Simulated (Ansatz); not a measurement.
`[Cl][SbH]` radical at its PBE0-D4/def2-TZVP geometry, where that method's forces vanish. The species carries charge 0 and has multiplicity 2. Sb: def2 effective core potential.

```xyz
3

Cl   -0.2721    1.4342   -0.8653
Sb    0.3489   -0.0128    0.8745
H    -0.0767   -1.4214   -0.0092
```

Q: What forces (eV/Å) does r2SCAN-D4/def2-TZVPP give on these atoms in Ansatz? (Estimate.)

A: Computed: 
```
Cl1 -0.026  0.062 -0.074
Sb2  0.033 -0.040  0.087
H3  -0.006 -0.023 -0.013
```
